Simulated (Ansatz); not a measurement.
Reaction (β-hydride elimination): `C[O][AlH][N](C)C` → `C[O][AlH2]` + `C=NC`

Gas-phase electronic energies from Ansatz, PBE0-D4/def2-TZVP geometries. CCSD(T)/CBS adds triple-zeta CCSD(T) − MP2 to the extrapolated MP2 energy (def2 sets, frozen cores). One conformer a species, not always the lowest.

| level | ΔE (kcal/mol) |
| --- | --- |
| MP2/def2-SVP | 49.5 |
| CCSD(T)/def2-TZVPP | 47.2 |
| HF/def2-QZVPP | 41.1 |
| CCSD/CBS(def2) | 48.2 |

Task: What does CCSD(T)/CBS give? (An estimate is asked.)

Result: Computed: +48.2 kcal/mol. The listed levels differ from it by 1.3, -1.0, -7.1, 0.0 kcal/mol.

Task: What do rigid-rotor, harmonic-oscillator terms from PBE0-D4/def2-TZVP frequencies (298.15 K, 1 bar) make of the CCSD(T)/CBS value? (Best estimate.)

Result: Computed: ΔZPE = -4.9 kcal/mol, ΔH = +43.6 kcal/mol, ΔS = 159 J/(mol·K), ΔG = +32.3 kcal/mol.

Largest T1 diagnostic among the species: 0.012.

From r2SCAN to r2SCAN0 (25 % exact exchange), in def2-TZVPP and without D4, ΔE moves by +2.1 kcal/mol. In def2-TZVPP, CCSD(T) changes the Hartree–Fock value by +6.1 kcal/mol (the triples alone add +0.0 kcal/mol) and MP2 by +9.4 kcal/mol. The D4 term adds +3.9 kcal/mol with B3LYP and +2.2 kcal/mol with PBE0; it sums over pairs of atoms, weighted by their polarisabilities, and B3LYP, whose exchange is more repulsive, gets the larger term.

CCSD(T)/CBS has its own doubt, a few kJ/mol and more with outer-core shells, so smaller differences from it don't rank the levels.

B3LYP here is the variant with VWN-RPA as its local correlation; programs differ in this.
